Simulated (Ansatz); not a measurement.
Geometry optimisation, RKS PBE-D4/STO-3G in Ansatz.

Input:

```yaml
crystal:
  periodic: [false, false, false]
  atoms:
    - { symbol: Si, position_ang: [0.0, 0.0, 0.0] }
    - { symbol: O, position_ang: [0.0, 0.0, 1.68] }
    - { symbol: C, position_ang: [-1.1112, -0.3437, 2.4945] }
    - { symbol: H, position_ang: [-1.814, -0.9775, 1.9143] }
    - { symbol: H, position_ang: [-0.7584, -0.9037, 3.3856] }
    - { symbol: H, position_ang: [-1.6313, 0.5809, 2.8212] }
    - { symbol: "N", position_ang: [1.7163, 0.0, -0.6061] }
    - { symbol: H, position_ang: [2.2145, -0.918, -0.7868] }
    - { symbol: H, position_ang: [2.2175, 0.918, -0.7783] }
    - { symbol: F, position_ang: [-0.7489, 1.2974, -0.5295] }
    - { symbol: O, position_ang: [-0.7913, -1.3709, -0.5594] }
    - { symbol: Si, position_ang: [-1.673, -2.4329, 0.3983] }
    - { symbol: H, position_ang: [-1.2634, -2.287, 1.792] }
    - { symbol: H, position_ang: [-3.0964, -2.1323, 0.2761] }
    - { symbol: H, position_ang: [-1.4264, -3.8036, -0.0398] }
basis:
  gaussian: { orbitals: STO-3G }
hamiltonian:
  xc: pbe
  dispersion: d4
relax:
  f_tol: 0.02
  max_steps: 40
```

Launched with:

```bash
$ ansatz run input.yaml --threads 1 --pin off --max-ram 2048MiB --backend cpu --events-out ev --progress --plain --runs-dir out
```

Question: Where does it end, and by what steps?

Answer: It converged. The force dipped under the threshold on the way, but the program's further checks kept it going. Limits of this set-up: minimal basis. After 33 steps the energy has fallen by 1.807 eV; H5 moved furthest, 1.44 Å.

```tsv
step	energy less start (eV)	largest force component (eV/Å)	accepted
0	0.0000	2.615	yes
2	-1.3376	0.702	yes
4	-1.5299	0.437	yes
6	-1.6213	0.188	yes
8	-1.6855	0.513	yes
10	-1.7325	0.561	yes
12	-1.7566	0.548	yes
14	-1.7776	0.152	yes
16	-1.7838	0.096	yes
18	-1.7892	0.193	yes
20	-1.7919	0.359	no
22	-1.7965	0.034	yes
24	-1.8004	0.145	yes
26	-1.8041	0.055	yes
28	-1.8057	0.081	yes
30	-1.8064	0.012	yes
32	-1.8067	0.012	yes
33	-1.8068	0.006	yes
```

```xyz
15
Properties=species:S:1:pos:R:3
Si 0.021 -0.263 0.156
O 0.298 -0.105 1.863
C -0.966 0.052 2.599
H -1.470 -0.926 2.814
H -0.731 0.525 3.580
H -1.711 0.703 2.074
N 1.507 0.297 -0.634
H 1.941 -0.517 -1.156
H 2.224 0.526 0.111
F -1.265 0.688 -0.228
O -0.248 -1.827 -0.467
Si -1.639 -2.675 0.078
H -1.482 -3.155 1.451
H -2.863 -1.874 0.026
H -1.782 -3.824 -0.805
```

Run time: 3.1 min on 1 thread of Arm Neoverse V1, on a shared host, peak memory 0.19 GiB.
